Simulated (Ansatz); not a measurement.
Total energies of Li₈Cl₈ (started as a model of: 1x4x4 LiCl rock-salt block) from Ansatz at PBE-D4/def2-TZVP, gas phase (1 Eh = 27.2114 eV = 2625.5 kJ/mol). The reference geometry is relaxed at PBE0-D4/def2-SVP.

```xyz
16

Li   -0.623    0.975    4.170
Cl    1.322    0.501    3.276
Li    2.273   -1.257    2.134
Cl    4.066   -1.904    1.054
Cl   -2.208    0.888    2.657
Li   -0.216    0.341    1.448
Cl    0.550   -1.652    0.469
Li    2.690   -1.909   -0.650
Li   -2.691    1.907    0.650
Cl   -0.551    1.655   -0.470
Li    0.217   -0.337   -1.448
Cl    2.209   -0.888   -2.656
Cl   -4.069    1.898   -1.053
Li   -2.275    1.257   -2.134
Cl   -1.320   -0.499   -3.276
Li    0.625   -0.976   -4.170
```

```tsv
state	geometry	energy (Eh)
charge 0 singlet	reference	-3741.22359
charge 1 doublet	reference	-3740.90317
charge 1 doublet	relaxed at PBE0-D4/def2-SVP	-3740.90923
charge -1 doublet	reference	-3741.24976
charge -1 doublet	relaxed at PBE0-D4/def2-SVP	-3741.25292
free Li atom (doublet)	–	-7.46192
free Cl atom (doublet)	–	-459.95840
```

Q: Work out the vertical ionisation energy to the doublet.

A: E(charge 1 doublet) − E(charge 0 singlet) = -3740.90317 − (-3741.22359) = 0.32042 Eh = 8.72 eV. For comparison, −ε of the highest occupied level is 6.47 eV at this level, 2.25 eV less.

Q: Work out the vertical electron affinity, to the doublet.

A: E(charge 0 singlet) − E(charge -1 doublet) = -3741.22359 − (-3741.24976) = 0.02617 Eh = 0.71 eV. The basis lacks diffuse functions, which makes affinities too small.

Q: Give the fundamental gap IE − EA, the Mulliken electronegativity (IE + EA)/2 and the hardness (IE − EA)/2.

A: From the values in Eh: IE − EA = 0.32042 − 0.02617 = 0.29425 Eh = 8.01 eV; (IE + EA)/2 = 4.72 eV; (IE − EA)/2 = 4.00 eV. The HOMO–LUMO gap of the same run is 4.85 eV, 3.16 eV smaller than the fundamental gap.

Q: How much does the charge 1 doublet relax, and what is the adiabatic ionisation energy?

A: Relaxation: -3740.90317 − (-3740.90923) = 0.00606 Eh = 0.16 eV. Adiabatic ionisation energy: 0.31436 Eh = 8.55 eV, without zero-point energy. 

Q: How much does the charge -1 doublet relax, and what is the adiabatic electron affinity?

A: Relaxation: -3741.24976 − (-3741.25292) = 0.00316 Eh = 0.09 eV. Adiabatic electron affinity: 0.02933 Eh = 0.80 eV, without zero-point energy. 

Q: What is the binding energy per atom against free atoms?

A: Atoms: 8 × (-7.46192) + 8 × (-459.95840) = -3739.36256 Eh. Binding: -3739.36256 − (-3741.22359) = 1.86103 Eh = 50.64 eV, or 3.17 eV for each of 16 atoms (no zero-point energy, no counterpoise term).

At PBE-D4/def2-TZVP the gap within one spin of the charge 1 doublet nearly closes, so an electron or hole may be smeared out by delocalisation error. At PBE-D4/def2-TZVP the gap within one spin of the charge -1 doublet nearly closes, so an electron or hole may be smeared out by delocalisation error. At PBE-D4/def2-TZVP the gap within one spin of the relaxed charge -1 doublet nearly closes, so an electron or hole may be smeared out by delocalisation error. At PBE-D4/def2-TZVP the highest occupied level of the charge -1 doublet lies above zero (up to 0.47 eV). By energy differences its removal costs 0.71 eV (vertical, to the charge 0 singlet, at PBE-D4/def2-TZVP); self-interaction error and the lack of diffuse functions both raise the level. At PBE-D4/def2-TZVP the highest occupied level of the relaxed charge -1 doublet lies above zero (up to 0.32 eV). By energy differences its removal costs 0.80 eV (each at its own geometry, to the charge 0 singlet, at PBE-D4/def2-TZVP); self-interaction error and the lack of diffuse functions both raise the level.
